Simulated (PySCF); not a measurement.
**Orbital picture of As2**

CAM-B3LYP at R = 2.090 Å; PySCF, no relativity, basis sets As def2-TZVPPD. State: ¹Σg⁺ (singlet), closed shell. Only the outer orbitals are listed.

| orbital | occ. | ε (eV) | main shells (%) |
| --- | --- | --- | --- |
| σg | 2 | -20.25 | 90 s, 9 p |
| σu | 2 | -14.82 | 89 s, 11 p |
| σg | 2 | -9.05 | 87 p, 12 s |
| πu | 2 | -8.57 | 97 p |
| πu | 2 | -8.57 | 97 p |
| πg | 0 | -1.66 | 85 p, 15 d |
| πg | 0 | -1.66 | 85 p, 15 d |

Question: Which are the highest filled and the lowest empty level, where do they sit, and how wide is the gap?

Answer: Highest filled πu at -8.57 eV (in %: 97 p); lowest empty πg at -1.66 eV (in %: 85 p, 15 d); the gap at CAM-B3LYP is 6.91 eV.

* bond order (Mayer): 2.96
* ⟨S²⟩: 0.000
* polarisability along the bond: 87.4 bohr³
* polarisability across the bond: 46.4 bohr³
